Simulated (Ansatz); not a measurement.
Coupled-cluster run, C2HBF2, SMILES `C#CB(F)F`.

```yaml
crystal:
  periodic: [false, false, false]
  atoms:
    - {symbol: C, position_ang: [-0.883678, 0.450763, 1.253421]}
    - {symbol: C, position_ang: [-0.218556, 0.106180, 0.311664]}
    - {symbol: B, position_ang: [0.621960, -0.329248, -0.878437]}
    - {symbol: F, position_ang: [0.153556, -1.179465, -1.766622]}
    - {symbol: F, position_ang: [1.841708, 0.131734, -1.054086]}
    - {symbol: H, position_ang: [-1.472990, 0.756036, 2.087861]}
basis:
  gaussian: {orbitals: def2-SVP}
correlation: {method: ccsd_t}
```

```sh
$ ansatz run in.yaml --threads 2 --pin off --events-out ev --progress --plain
```

Output of Ansatz, abridged:

```
Functional definition: HF
739 factors; integrals over basis functions are off by at most 1.1e-3 eV
mean field evaluation 1: about -8153.1444 eV, gradient 3.4e1 eV
mean field evaluation 2: about -8153.2525 eV, gradient 3.4e1 eV
mean field evaluation 4: about -8155.7280 eV, gradient 3.0e0 eV
mean field evaluation 8: about -8155.7604 eV, gradient 2.6e-1 eV
mean field -8155.76090612 eV, -299.7186851267 hartree, gradient 1.2e-6 eV, S^2 0.000000; 0 other end points of the search recorded, 0 dependent functions left out
5 core orbitals not correlated: weight in the atoms' cores, before any rotation towards them, 1.000 or more for the frozen orbitals, at most 0.000 for the correlated occupied ones
reference -8155.76090612 eV, -299.7186851267 hartree; 13, 13 occupied and 57, 57 virtual orbitals, 739 factors
second order -18.73592075 eV of doubles, -0.00000000 eV of singles
cycle   1  -18.62472641 eV  change    1.1e-1 eV  update   1.1e-1
cycle   2  -19.08730457 eV  change   -4.6e-1 eV  update   3.2e-2
cycle   3  -19.20932194 eV  change   -1.2e-1 eV  update   1.7e-2
cycle   4  -19.21105935 eV  change   -1.7e-3 eV  update   4.9e-3
cycle   5  -19.21076486 eV  change    2.9e-4 eV  update   2.1e-3
cycle   6  -19.21178284 eV  change   -1.0e-3 eV  update   6.0e-4
cycle   7  -19.21188601 eV  change   -1.0e-4 eV  update   2.3e-4
cycle   8  -19.21185346 eV  change    3.3e-5 eV  update   7.7e-5
cycle   9  -19.21185991 eV  change   -6.5e-6 eV  update   3.2e-5
perturbative correction -0.54814774 eV, -0.0201440580 hartree
Total energy: -8175.52091378 eV, -300.4448520142 hartree
```

Hardware: 2 threads of a server CPU on a shared host. Wall time 1.4 s, peak host memory 0.24 GiB.

Correlation energy per correlated electron: -0.760 eV. T1 diagnostic: 0.0147.
